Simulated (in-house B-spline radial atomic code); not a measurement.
# Ionising S8+ with different functionals

Computed with a B-spline radial code for spherical atoms: scalar-relativistic (spin-free X2C) Hamiltonian, Fermi nucleus of rms radius 3.2611 fm, spin-polarised at highest spin, spherical fractional occupations for the functionals, and exact exchange of hybrids averaged over the configuration. The ionisation energy is the difference of two self-consistent energies, [He] 2s2 2p4 → [He] 2s2 2p3, without Breit or QED terms; ε is the level of the shell that loses the electron (its least bound occupied spin orbital).

```tsv
method	rung	ΔSCF (eV)	-ε(2p) (eV)
PBE0	global hybrid	378.73	360.67
B3LYP	global hybrid	379.17	359.66
TPSSh	global hybrid	378.16	356.55
BHandHLYP	global hybrid	379.07	367.58
r2SCAN0	global hybrid	377.49	360.40
B97-1	global hybrid	378.76	359.65
HSE06	range-separated hybrid	378.85	360.37
wB97X	range-separated hybrid	378.44	362.00
CAM-B3LYP	range-separated hybrid	379.00	361.54
LC-wPBE	range-separated hybrid	378.81	360.06
```

Q: Among the functionals, which spreads more, the ΔSCF values or the orbital energies?

A: The orbital energies: ΔSCF values span about 1.68 eV and the orbital energies 11.03 eV; here energy differences depend much less on the functional than eigenvalues do.

Q: How do they compare with the NIST value?

A: NIST lists 379.8 eV ± 0.21 (semi-empirical, ground level to ground level). Errors run from -2.35 to -0.67 eV; B3LYP is closest (-0.67 eV), though others lie within the uncertainty of it, and part of that can be cancellation, since the calculations leave out spin-orbit coupling, Breit-QED terms, multiplet and fine-structure energies.
